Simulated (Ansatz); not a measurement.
The cluster Sn3H2⁻. Total charge -1; doublet. Geometry PBE-D4/def2-SVP, that of the neutral singlet; atoms count from 1.

```xyz
5

Sn   -1.0317    1.0845    1.1637
Sn    0.0871    1.2132   -1.4544
Sn    0.5214   -1.2820    0.1597
H    -0.5514   -0.5964    1.8441
H     0.9745   -0.4193   -1.7131
```

In the def2 sets Sn takes a core potential; there is no spin–orbit coupling. The charge -1 doublet is spin-contaminated (final ⟨S²⟩ up to 0.87, 0.75 for a pure state). The highest occupied level of the charge -1 doublet lies above zero (up to 0.35 eV). By energy differences its removal costs 1.02 eV (vertical, to the charge 0 singlet, at PBE0-D4/def2-TZVPD); a positive level beside a positive removal energy at the same level points to self-interaction error. The structure comes from a short search, and lower isomers may exist.

Q: Estimate the Mulliken populations from the PBE0/def2-TZVPD orbitals of Ansatz.

A: 
```json
{"atom": "Sn1", "charge (e)": "-0.27", "spin (α − β)": "-0.45"}
{"atom": "Sn2", "charge (e)": "-0.34", "spin (α − β)": "0.62"}
{"atom": "Sn3", "charge (e)": "-0.36", "spin (α − β)": "0.84"}
{"atom": "H4", "charge (e)": "-0.02", "spin (α − β)": "0.00"}
{"atom": "H5", "charge (e)": "-0.02", "spin (α − β)": "-0.02"}
```
Mulliken values and Mayer orders depend strongly on the basis. With diffuse functions, as here, like atoms can get unlike values, and bond orders can come out too low or too high.

Q: Where does the spin sit?

A: Summed by element: Sn 1.01, H -0.01, of 1 unpaired in all. Largest on single atoms: Sn3 0.84, Sn2 0.62, Sn1 -0.45.

Q: And the Mayer bond orders between bonded heavy atoms (over 0.3)?

A: Sn1–Sn2 1.18 (2.85 Å); Sn1–Sn3 0.84 (3.00 Å); Sn2–Sn3 0.69 (3.00 Å).
